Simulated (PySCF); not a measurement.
## Correlation energy of Rh (rhodium, neutral)

[Kr] 4d8 5s1, high-spin 4F determinant. Computed with PySCF 2.14 in ANO-RCC-VTZP, with scalar relativity by spin-free X2C-1e. Frozen: [Ar] 3d10; 17 electrons correlated.

MP2 pair energies summed by pair of shells (mhartree):

```json
{"pair": "4d-4d", "energy": "-220.08", "share (%)": "39.5"}
{"pair": "4p-4d", "energy": "-179.37", "share (%)": "32.2"}
{"pair": "4p-4p", "energy": "-58.06", "share (%)": "10.4"}
{"pair": "4d-5s", "energy": "-32.52", "share (%)": "5.8"}
{"pair": "4s-4d", "energy": "-28.18", "share (%)": "5.1"}
{"pair": "4s-4p", "energy": "-27.69", "share (%)": "5.0"}
{"pair": "4p-5s", "energy": "-6.20", "share (%)": "1.1"}
{"pair": "4s-4s", "energy": "-4.27", "share (%)": "0.8"}
{"pair": "4s-5s", "energy": "-0.45", "share (%)": "0.1"}
```

Total MP2 correlation energy: -556.81 mhartree.

Same-spin part -185.99 and opposite-spin part -370.82 mhartree; SCS-MP2 scales them by 1/3 and 6/5 to -506.98 mhartree.
